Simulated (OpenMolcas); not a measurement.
## Tc5+: effect of the active space

```yaml
Program: OpenMolcas
Method: SS-CASPT2 or its RAS form, IPEA 0.25 Eh, imaginary shift 0.1 Eh
Basis: ANO-RCC-VQZP
Scalar_Hamiltonian: DKH2, point nucleus
Spin-orbit_coupling: RASSI with atomic mean-field integrals over the reference wave functions, term energies averaged over their components
```

A. 2 electrons in 5 orbitals (4d); 2S+1 = 3 even, 10 roots; 2S+1 = 1 even, 15 roots; closed shells correlated: 4s 4p; CASPT2 step of the order of 19 core-seconds
B. 8 electrons in 8 orbitals (RAS1 4p, at most 2 holes; RAS2 4d); 2S+1 = 3 even, 10 roots; 2S+1 = 1 even, 15 roots; closed shells correlated: 4s; CASPT2 step of the order of 30 core-seconds
C. 2 electrons in 10 orbitals (4d 5d); 2S+1 = 3 even, 10 roots; 2S+1 = 1 even, 15 roots; closed shells correlated: 4s 4p; CASPT2 step about 2.2 core-minutes

Energies in cm-1 above 4d2 3F2.

```tsv
Level	A	B	C
4d2 3F2	0.0	0.0	0.0
4d2 3F3	2010	2110	2010
4d2 3F4	4230	4440	4250
4d2 1D2	11530	11770	11590
4d2 3P0	13160	13010	13170
4d2 3P1	14000	13900	14000
4d2 3P2	15920	16000	15920
4d2 1G4	19170	18870	19200
4d2 1S0	43380	43080	43660
```

Among A to C the level of the table that moves most is 4d2 1S0, by 580 cm-1 (lowest in B, highest in C). Moves below CASPT2's spread within the term are not significant.

CASPT2 does not keep the components of a term degenerate, so their means are used; among the terms shown or strongly mixed into the levels shown the widest spread is 740 cm-1 (4d2 1G, C). Active for correlation alone: 4p; no level in the range computed is led by a configuration that opens it, so any true level of that kind is missing (holds for B). Active for correlation alone: 5d; no level in the range computed is led by a configuration that fills it, so any true level of that kind is missing (holds for C). Levels of configurations outside the active space are missing.
